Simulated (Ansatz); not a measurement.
CH7ClGeSi, SMILES Cl[SiH2][CH2][GeH3].

Geometry: B3LYP-D3(BJ)/def2-SVP. The structure was generated by enumeration, and PubChem lists no compound with its InChIKey, so it may never have been made. The values are those of a single conformer.

Two levels are set side by side: PBE/def2-SVPD (Ansatz, a first-principles code) and CAM-B3LYP/def2-SVPD (Ansatz). Energy differences of separate SCF runs at the same geometry; the states with an electron removed or added have multiplicity 2 and 2. Differences are taken from unrounded values.

| quantity | PBE |
|---|---|
| vertical ionisation energy (eV) | 10.09 |
| vertical singlet–triplet gap (eV) | 6.37 |

These are the PBE values. What does CAM-B3LYP give? (Estimate from the structure and the level; the computed values follow.)


```json
[
 {"quantity": "vertical ionisation energy (eV)", "CAM-B3LYP": "10.77", "PBE minus CAM-B3LYP": "-0.68"},
 {"quantity": "vertical singlet–triplet gap (eV)", "CAM-B3LYP": "7.32", "PBE minus CAM-B3LYP": "-0.95"}
]
```
